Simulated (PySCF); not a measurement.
Job file and geometry (Å, from PBE0-D3(BJ)/def2-SVP) of a spin–spin coupling run on `[H][Ge]([H])([H])[O]C(C)=O`, C2H6GeO2, PySCF, PBE/pcJ-1 Ge:pcSseg-1 indirect spin-spin coupling, non-relativistic, gas phase; density fitting, a coarse starting grid and PySCF grid level 2 are the driver's defaults:

```
$ OMP_NUM_THREADS=1 python probes_run.py task.json out

{"job": {"kind": "j", "xc": "PBE", "basis": "pcJ-1"}, "charge": 0, "multiplicity": 1}
Ge    -0.319553    -0.623588    -1.939099
O     -0.347651    -0.640089    -0.099676
C      0.238044     0.416764     0.453300
C      0.212292     0.384981     1.952737
O      0.734785     1.296162    -0.212619
H      0.674069     1.293001     2.355455
H      0.752150    -0.504413     2.309608
H     -0.825574     0.294387     2.304131
H      1.135011    -0.654356    -2.415157
H     -1.105812     0.591392    -2.438966
H     -1.049721    -1.939750    -2.238824
```

Q: Write the output of this run.

A: 
```
coarse grid: 42968 points
cycle   1  E = -2306.2556392029  dE = -4.597e-02  |g| = 1.522e+00  |ddm| = 2.885e+00
cycle   2  E = -2304.9407042397  dE =  1.315e+00  |g| = 2.923e+00  |ddm| = 3.055e+00
cycle   3  E = -2306.4047183313  dE = -1.464e+00  |g| = 8.066e-01  |ddm| = 2.769e+00
cycle   4  E = -2306.5080593712  dE = -1.033e-01  |g| = 3.199e-01  |ddm| = 6.008e-01
cycle   5  E = -2306.5191774073  dE = -1.112e-02  |g| = 2.034e-01  |ddm| = 3.016e-01
cycle   6  E = -2306.5261901302  dE = -7.013e-03  |g| = 2.990e-02  |ddm| = 1.330e-01
cycle   7  E = -2306.5263795425  dE = -1.894e-04  |g| = 1.066e-02  |ddm| = 3.441e-02
cycle   8  E = -2306.5264044651  dE = -2.492e-05  |g| = 2.184e-03  |ddm| = 8.234e-03
cycle   9  E = -2306.5264055706  dE = -1.106e-06  |g| = 4.905e-04  |ddm| = 2.590e-03
final grid: 90104 points
cycle  10  E = -2306.5263595811  dE =  3.387e-08  |g| = 7.532e-04  |ddm| = 1.379e-03
cycle  11  E = -2306.5263593001  dE =  2.810e-07  |g| = 1.450e-03  |ddm| = 1.444e-03
cycle  12  E = -2306.5263596709  dE = -3.708e-07  |g| = 4.002e-04  |ddm| = 9.713e-04
cycle  13  E = -2306.5263597017  dE = -3.076e-08  |g| = 6.206e-05  |ddm| = 2.662e-04
cycle  14  E = -2306.5263597024  dE = -6.621e-10  |g| = 1.819e-05  |ddm| = 4.842e-05
converged SCF energy = -2306.5263597024

Indirect spin-spin couplings (Hz)
  i      j    bonds     total        FC       PSO       DSO        SD
  1 O    2 C    1     39.201    32.108     7.317    -0.223         -
  1 O    3 C    2    -19.124   -19.548     0.449    -0.024         -
  1 O    5 H    3     -7.881    -7.922    -0.167     0.208         -
  1 O    6 H    3      0.614     0.615     0.104    -0.105         -
  1 O    7 H    3      0.459     0.457     0.122    -0.120         -
  1 O    8 H    2      0.063    -0.079    -0.199     0.341         -
  1 O    9 H    2      0.050    -0.093    -0.199     0.342         -
  1 O   10 H    2    -18.023   -18.132    -0.034     0.144         -
  2 C    3 C    1     53.525    54.879    -1.672     0.318         -
  2 C    4 O    1     34.656    21.612    13.185    -0.141         -
  2 C    5 H    2     -3.794    -3.542    -0.391     0.139         -
  2 C    6 H    2     -6.053    -6.137    -0.108     0.192         -
  2 C    7 H    2     -5.991    -6.051    -0.125     0.185         -
  2 C    8 H    3      0.223     0.470    -0.110    -0.137         -
  2 C    9 H    3      0.220     0.469    -0.109    -0.140         -
  2 C   10 H    3      3.636     4.132     0.288    -0.784         -
  3 C    4 O    2     -3.008    -4.118     1.078     0.033         -
  3 C    5 H    1    131.462   129.797     0.969     0.696         -
  3 C    6 H    1    121.152   119.246     1.192     0.715         -
  3 C    7 H    1    121.779   119.892     1.173     0.715         -
  3 C    8 H    4      0.432     0.518     0.204    -0.290         -
  3 C    9 H    4      0.414     0.501     0.205    -0.292         -
  3 C   10 H    4     -0.419    -0.267     0.228    -0.380         -
  4 O    5 H    3     -0.344    -0.740     0.406    -0.009         -
  4 O    6 H    3     -1.097    -1.270    -0.057     0.231         -
  4 O    7 H    3     -1.260    -1.450    -0.053     0.243         -
  4 O    8 H    4     -0.933    -0.937     0.119    -0.115         -
  4 O    9 H    4     -0.926    -0.932     0.119    -0.113         -
  4 O   10 H    4     -1.756    -2.159    -0.092     0.494         -
  5 H    6 H    2    -11.593   -11.812     2.769    -2.550         -
  5 H    7 H    2    -10.936   -11.154     2.791    -2.573         -
  5 H    8 H    5     -0.250    -0.073     0.783    -0.960         -
  5 H    9 H    5     -0.214    -0.045     0.764    -0.933         -
  6 H    7 H    2    -17.618   -17.900     2.504    -2.223         -
  6 H    8 H    5      0.308     0.473     0.425    -0.591         -
  6 H    9 H    5     -0.291     0.267     1.004    -1.563         -
  6 H   10 H    5     -0.363     0.068     0.550    -0.981         -
  7 H    8 H    5     -0.329     0.228     0.999    -1.556         -
  7 H    9 H    5      0.236     0.426     0.451    -0.642         -
  7 H   10 H    5     -0.314     0.103     0.532    -0.949         -
  8 H    9 H    2     17.915    21.750     1.189    -5.024         -
  8 H   10 H    2     20.355    23.957     1.169    -4.770         -
  9 H   10 H    2     20.311    23.899     1.164    -4.752         -
```

Size and cost of the density-fitted run: 209 basis functions, 17 s wall time on 1 thread of an Arm Neoverse V2, shared host; peak memory 0.67 GiB.
